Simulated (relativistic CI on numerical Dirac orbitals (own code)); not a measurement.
## Ni4+ in a cubic cluster: 2p photoemission with charge transfer

Computed with a charge-transfer multiplet model of a cubic metal-ligand cluster with up to 3 ligand holes, Slater and spin-orbit integrals from Dirac-Coulomb-Breit ions, Slater integrals scaled by 0.7. The ground state mixes d6 with configurations of k ligand holes L, whose averages lie at kΔ + k(k − 1)U_dd/2; a core hole lowers each added d electron by U_cd. 300 K, Lorentzian 0.6 eV and Gaussian 0.8 eV FWHM.

Atomic integrals in eV (Slater integrals scaled, ζ unscaled), ground: F2dd 9.934, F4dd 6.234, zeta_d 0.099; with the core hole: F2dd 11.067, F4dd 6.975, zeta_d 0.136, zeta_core 11.396, F2cd 6.763, G1cd 5.299, G3cd 3.018.

Cluster parameters (eV): Δ = 0.2, U_dd = 7.4, 10Dq = 2.1, 10Dq(ligand) = 1.1, V(eg) = 2.4, V(t2g) = -1.08, final-state hopping factor = 1.

```
          Case   n_d    d6   d7L  d8L2  d9L3     S
 U_cd = 7.6 eV  6.76  0.35  0.54  0.10  0.00  0.03
 U_cd = 8.8 eV  6.76  0.35  0.54  0.10  0.00  0.03
U_cd = 10.6 eV  6.76  0.35  0.54  0.10  0.00  0.03
```

Weights, n_d and S are thermal averages at 300 K. Binding energies count from the first peak over 30 % of the highest in each spectrum, which can be another peak from case to case. The parameters are a model scan and need not match a compound or its usual spin state. Peaks in eV (height, largest 100):
- U_cd = 7.6 eV: 0.0 (100), 3.5 (8), 4.5 (8), 8.5 (16), 11.4 (7), 17.7 (50), 20.0 (8), 26.7 (8)
- U_cd = 8.8 eV: 0.0 (100), 3.5 (8), 4.5 (8), 9.0 (23), 11.6 (8), 17.7 (53), 20.1 (8), 26.8 (13)
- U_cd = 10.6 eV: 0.0 (100), 4.5 (8), 9.4 (42), 12.1 (11), 17.8 (54), 20.3 (8), 21.9 (10), 27.1 (23)

Curve for U_cd = 8.8 eV (points under 2 left out, the grid thinned):

(E (eV), Intensity): (-2.8, 2.1), (-2.0, 4.3), (-1.2, 13.8), (-0.5, 64.6), (0.3, 78.0), (1.1, 14.7), (1.9, 5.6), (2.7, 6.0), (3.5, 7.6), (4.2, 7.8), (5.0, 7.2), (5.8, 5.4), (6.6, 5.9), (7.4, 9.7), (8.1, 16.0), (8.9, 22.5), (9.7, 16.3), (10.5, 9.3), (11.3, 8.3), (12.1, 7.6), (12.8, 4.9), (13.6, 3.7), (14.4, 3.1), (15.2, 2.9), (16.0, 5.1), (16.7, 13.9), (17.5, 48.1), (18.3, 29.0), (19.1, 8.4), (19.9, 8.2), (20.7, 6.8), (21.4, 4.0), (22.2, 2.8), (23.0, 2.2), (24.0, 2.5), (24.8, 4.3), (25.5, 5.6), (26.3, 10.1), (27.1, 11.4), (27.9, 7.1), (28.7, 5.6), (29.5, 3.3), (34.6, 2.0), (35.4, 2.8), (36.2, 2.0)

For the case U_cd = 8.8 eV, Δ = 0.2 eV is smaller than U_dd = 7.4 eV, the charge-transfer side of the Zaanen-Sawatzky-Allen scheme. With the core hole the configuration with one ligand hole lies at Δ − U_cd = -7.4, -8.6, -10.4 eV from the one without, in the order of the table; where this is negative the screened configuration lies lower.
